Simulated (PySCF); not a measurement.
H₂GeO, singlet, at a GFN2-xTB geometry, atoms displaced at random by about 0.03 Å a coordinate. Base run: TPSS/cc-pVDZ, gradient run with PySCF.

PySCF was given this input:
```python
from pyscf import gto, scf, dft

mol = gto.M(
    atom='''
Ge   -0.215261   -0.203189    0.263114
H    -1.524235   -0.039287   -0.831200
O     0.927998    0.656782   -0.729554
H     0.836196    1.053839   -1.583315
''',
    basis='cc-pvdz',
    charge=0,
    spin=0,
    verbose=4,
)

mf = dft.RKS(mol)
mf.xc = 'tpss'
mf.kernel()
g = mf.nuc_grad_method()
grad = g.kernel()
```

The coordinate followed is z of atom 1.

The base run was repeated with changes; each row names its change, and settings that it needs were set with it.

```csv
change,dE/dx (Eh/bohr),net force (Eh/bohr)
base,0.000024,0.000066
finite difference step (bohr) = 0.01; conv_tol = 1e-11,0.000030,-
density fitting = on,-0.000039,0.000066
grids.level = 1; grid_response = off,-0.000014,0.000442
finite difference step (bohr) = 0.05; conv_tol = 1e-11,-0.000018,-
grids.level = 1; grid_response = on,-0.000105,0.000000
grids.level = 0; grid_response = on,-0.001531,0.000000
conv_tol = 1e-4,-0.000014,0.000066
density fitting = on; auxbasis_response = off,0.000289,0.000919
conv_tol = 1e-11,0.000025,0.000066
grids.level = 5; grid_response = off,0.000021,0.000010
conv_tol = 1e-6,0.000007,0.000066
```

The net force is zero for an exact gradient.
